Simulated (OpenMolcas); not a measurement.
# Pd⁶⁺: CASPT2 settings compared

| Item | Value |
| --- | --- |
| Program | OpenMolcas 26.06 |
| Basis | ANO-RCC-VTZP [7s6p4d2f1g] |
| Scalar Hamiltonian | DKH3, point nucleus |
| Active space | 4 electrons in 5 orbitals (4d) |
| State averaging | 2S+1 = 5 even, 5 roots; 2S+1 = 3 even, 35 roots; 2S+1 = 1 even, 28 roots |
| Spin-orbit coupling | RASSI with atomic mean-field integrals over the reference wave functions, term energies averaged over their components |

Methods on the same reference wave functions:
A. CASSCF
B. SS-CASPT2, IPEA 0.3 Eh, sigma1 regulariser 0.4 Eh (closed shells correlated: 3d 4s 4p)
C. SS-CASPT2, IPEA 0 Eh, sigma2 regulariser 0.3 Eh (closed shells correlated: 4s 4p)
D. SS-CASPT2, IPEA 0.6 Eh, imaginary shift 0.3 Eh (closed shells correlated: 4s 4p)

Energies in cm⁻¹ above 4d⁴ ⁵D₀.

```
         Level      A      B      C      D
       4d⁴ ⁵D₀    0.0    0.0    0.0    0.0
       4d⁴ ⁵D₁    862    938    958    921
       4d⁴ ⁵D₂   2248   2370   2400   2340
       4d⁴ ⁵D₃   3918   4040   4070   4010
       4d⁴ ⁵D₄   5779   5850   5870   5840
       4d⁴ ³P₀  23185  19920  19280  20520
4d⁴ ³H₄ [72 %]  24140  22070  21710  22430
       4d⁴ ³H₅  26041  24170  23820  24510
       4d⁴ ³P₁  27237  24060  23410  24660
       4d⁴ ³H₆  27540  25780  25460  26090
4d⁴ ³F₃ [52 %]  28336  25240  24700  25760
       4d⁴ ³F₂  29002  25870  25250  26460
4d⁴ ³F₄ [57 %]  29732  26940  26420  27440
       4d⁴ ³P₂  32540  29110  28450  29740
4d⁴ ³G₃ [52 %]  33207  30080  29570  30590
4d⁴ ³G₄ [62 %]  33581  30310  29890  30740
       4d⁴ ³G₅  34806  31780  31370  32190
       4d⁴ ¹I₆  39102  36500  36430  36640
       4d⁴ ³D₃  40304  34950  34290  35660
       4d⁴ ³D₂  40658  35560  34950  36210
```

Among B to D the level of the table that moves most is 4d⁴ ³D₃, by 1400 cm-1 (lowest in C, highest in D). Moves below CASPT2's spread within the term are not significant.

From A to B the spin-free energies of the other terms of 4d⁴ shown, above ⁵D, scale by factors of 0.85 to 0.92, as is usual when dynamic correlation screens the repulsion within a d or f shell.

The lowest spin-free term lies below A's lowest term by 0.376 hartree in B, 0.336 hartree in C, 0.316 hartree in D.

Term energies are means over components that CASPT2 splits; among the terms shown or strongly mixed into the levels shown the widest spread is 560 cm-1 (4d⁴ ¹I, C). Without dynamic correlation excited terms often stand tens of per cent too high (terms of higher spin than the ground term too low), and those without a measured partner can miss by more than the paired ones (holds for A). The CASPT2 spread within a term exceeds the gap to the next term for 4d⁴ ³D and 4d⁴ ¹I, so the order of their levels is uncertain (holds for D). Levels of configurations outside the active space are missing. Levels that lie high or do not pair safely by name in every column are left out.

A share in square brackets marks a mixed level and gives the weight of the term that names it, the lowest over the columns.
